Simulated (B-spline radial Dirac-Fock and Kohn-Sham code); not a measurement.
Zr: eigenvalues, ΔSCF and the reference

System: the free zirconium atom in the configuration [Kr] 4d2 5s1 5p1 (not the ground configuration).

The density-functional columns are spherical, spin-unpolarised Dirac-Kohn-Sham results without Breit or QED terms: −ε is minus the orbital energy of the initial state and ΔSCF the difference of two total energies. The reference in the last column comes from Dirac-Fock ΔSCF + Breit + QED. All numbers are from a radial atomic solver, in eV; a selection of levels is shown. For the 1s level of heavy atoms much of the gap between ΔSCF and the reference is the Breit and QED part, -46.4 eV here; for other levels the error of the functional can be larger.

| level | LDA −ε | LDA ΔSCF | Dirac-Fock |
| --- | --- | --- | --- |
| 1s | 17792.0 | 18047.6 | 18007.1 |
| 2s | 2466.5 | 2508.9 | 2547.9 |
| 2p1/2 | 2259.7 | 2312.3 | 2318.2 |
| 2p3/2 | 2173.9 | 2224.6 | 2233.7 |
| 3s | 404.7 | 419.2 | 443.8 |
| 3p1/2 | 327.6 | 342.3 | 357.6 |
| 3p3/2 | 314.0 | 328.3 | 343.8 |
| 3d3/2 | 177.6 | 192.5 | 192.1 |
| 3d5/2 | 175.1 | 189.9 | 189.7 |
| 4p1/2 | 34.96 | 40.54 | 40.25 |
| 4p3/2 | 33.15 | 38.64 | 38.48 |
| 4d | 4.80 | 8.83 | 7.60 |
| 5s | 5.33 | 8.04 | 6.95 |
| 5p | 2.14 | 4.23 | 3.58 |

Values without a named source are computed, but for edge energies of neutral atoms, which are taken from tables.
